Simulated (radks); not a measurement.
Results of a calculation; reference values are marked as such.
Q: The mean radii <r> (bohr) of the occupied orbitals of an atom or ion are listed with their occupations. Level of theory: non-relativistic Kohn-Sham, Slater X-alpha with alpha = 0.863, spin-polarised, spherical densities, point nucleus (a radial shooting solver on a logarithmic mesh with Libxc functionals).

orbital  occ.     <r>
1s up       1  0.1114
1s down     1  0.1114
2s up       1  0.5650
2s down     1  0.5643
2p up       3  0.5294
2p down     3  0.5282
3s up       1   2.106
3s down     1   2.116
3p up       2   2.602

Name the element and its charge. Open shells, if any, are filled with parallel spins first.

A: Z = 14, silicon, charge 0: Si in [Ne] 3s2 3p2. The 1s radius gives Z: for a bare nucleus <r> = 1.5/Z, 0.1071 bohr for Z = 14, and screening makes it slightly larger (0.1114 here). The occupations add up to 14, and the charge is Z minus that.
